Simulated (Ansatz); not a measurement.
Cartesian coordinates in Å:
```
C 0.047 -3.408 -0.086
O 0.395 -2.076 0.033
Zr 0.339 -0.142 0.078
O 1.702 0.463 -1.157
C 2.293 1.103 -2.230
O 0.944 0.370 1.846
C 0.942 0.945 3.102
C -1.166 1.610 -0.985
C -1.538 0.368 -1.548
C -2.113 -0.417 -0.527
C -2.083 0.330 0.668
C -1.501 1.587 0.381
H -1.013 -3.524 -0.352
H 0.216 -3.941 0.858
H 0.644 -3.899 -0.863
H 2.760 0.378 -2.908
H 1.559 1.681 -2.809
H 3.072 1.796 -1.889
H 1.054 0.181 3.881
H 0.006 1.487 3.296
H 1.770 1.657 3.207
H -0.687 2.425 -1.508
H -1.399 0.071 -2.578
H -2.486 -1.424 -0.636
H -2.433 -0.001 1.635
H -1.326 2.381 1.093
```

The species carries charge 0 and has multiplicity 1. Zr takes the def2 core potential.

(1) List the PBE0/def2-TZVPP orbital energies in eV (the Gaussian-basis code of Ansatz). (An estimate is asked.)

## Answers

(1) The calculation gave: Occupied: -521.90, -521.89, -521.89, -279.05, -279.04, -279.04, -278.51, -278.50, -278.48, -278.45, -278.45, -58.19, -34.77, -34.77, -34.64, -27.15, -26.90, -26.89, -24.84, -20.12, -20.08, -18.34, -18.29, -18.28, -15.44, -15.44, -15.04, -12.60, -12.56, -12.54, -12.26, -12.26, -12.20, -12.18, -12.15, -12.13, -11.27, -11.25, -11.20, -10.82, -10.81, -8.47, -8.46, -8.23, -7.67, -7.63, -7.34, -6.96, -6.95. Lowest empty: 0.23, 0.25, 0.36, 0.71, 0.77, 0.78, 1.02, 1.38.
